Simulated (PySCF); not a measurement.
## Ionisation energy of Zr³⁴⁺ by level of theory

Zr³⁴⁺ [He] 2s2 2p2 (3P) → Zr³⁵⁺ [He] 2s2 2p1 (2P), as a difference of total energies. Computed with PySCF 2.14 in an uncontracted even-tempered set (17 s from 12 bohr⁻², ratio 2.2; 11 p from 15 bohr⁻², ratio 2.2; 6 d from 61 bohr⁻², ratio 2.4; 5 f from 92 bohr⁻², ratio 2.4; 4 g from 140 bohr⁻², ratio 2.4), with the non-relativistic Hamiltonian (point nucleus). Correlated levels: nothing frozen; virtual orbitals above 40 to 60 times the deepest correlated orbital energy dropped. The calculations carry no spin-orbit coupling.

```csv
method,ionisation energy (eV)
UHF,4469.9
PBE,4468.9
PBE0,4469.4
r2SCAN,4471.9
M06,4471.4
MP2 (all electrons),4469.0
SCS-MP2 (all electrons),4468.5
```

Problem. Estimate what B3LYP gives.

Solution. 4470.2 eV, closest to UHF among the rows shown.

Problem. Estimate what LDA gives.

Solution. 4466.8 eV, closest to SCS-MP2 (all electrons) among the rows shown.

Spin-orbit coupling is strong in these open shells (close to jj coupling). The scalar numbers leave it out and a first-order estimate fails, so it can dominate the gap to the real levels.

The gap to the reference is mostly relativistic.

For comparison: 4553 ± 5 eV (semi-empirical (NIST evaluation); NIST Atomic Spectra Database, ionization energies).
